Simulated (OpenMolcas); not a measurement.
## Yb3+ in Cs2NaYBr6

Yb3+ with its 6 nearest bromide ions at 2.773 Å, on the Y site of Cs2NaYBr6 (a = 11.3047 Å, distance in the model lattice 2.765 Å). The rest of the host is ab initio model potentials to 7.6 Å, with orthogonalisation functions on the cations behind the ligands, and point charges beyond; the distance is set by hand and nothing relaxes. Ligand basis ANO-RCC-VDZP.

```json
{"Program": "OpenMolcas 26.06", "Method": "SS-CASPT2, IPEA 0.25 Eh, imaginary shift 0.1 Eh (closed shells correlated: 5s 5p and the ligand valence shells)", "Basis": "ANO-RCC-VDZP [7s6p4d2f1g]", "Scalar Hamiltonian": "DKH2, point nucleus", "Active space": "13 electrons in 7 orbitals (4f)", "State averaging": "2S+1 = 2 odd, 7 roots", "Spin-orbit coupling": "state interaction with AMFI integrals over the reference wave functions"}
```

The lowest spin-free states (labels of O, the rotations of Oh), above the lowest:

```tsv
State	Degeneracy	E (cm-1)
2T1	3	0
2T2	3	290
2A2	1	530
```

The lowest levels with spin-orbit coupling:

```
E (cm-1)  Degeneracy  Label  2S+1               g
       0           2     Γ6     2  2.66 2.66 2.66
     180           4     Γ8     2                
     420           2     Γ7     2  3.41 3.41 3.41
   10550           4     Γ8     2                
   10840           2     Γ7     2  1.41 1.41 1.41
```

Powder χT (cm3 K/mol): 0.692 at 2 K, 0.81 at 10 K, 1.39 at 50 K, 1.93 at 100 K, 2.33 at 200 K, 2.45 at 300 K. The effective moment at 300 K is 2.828 √(χT) = 4.43 μB.

Hund's rules give f13 the level 2F7/2 with g = 1.143, so an isolated free-ion multiplet has χT = g² J(J+1) / 8 = 2.571 cm3 K/mol. The computed 2.449 at 300 K differs by -5 %, through the field's splitting, the mixing of terms and any other multiplet in reach.

Stevens parameters of the J = 7/2 multiplet, which is 420 cm-1 wide (cm-1, z along the main axis): B40 = -2.160e-01, B44 = -1.080e+00, B60 = 5.302e-04, B64 = -1.113e-02.

Roots that are degenerate in the reference are averaged as groups; the widest CASPT2 spread within a group is 31 cm-1 (the 3-fold group of multiplicity 2 near 291 cm-1 above the lowest state of its run). Shifts and gaps below about the spread of the groups concerned are not significant. Over all roots computed the reference weight is 0.68; a low but even weight reflects the number of correlated electrons. Splittings of an f shell from a small cluster at a set distance can be off by tens of per cent, mostly too small. No measured value stands beside these numbers; the geometry was set by hand and not optimised.
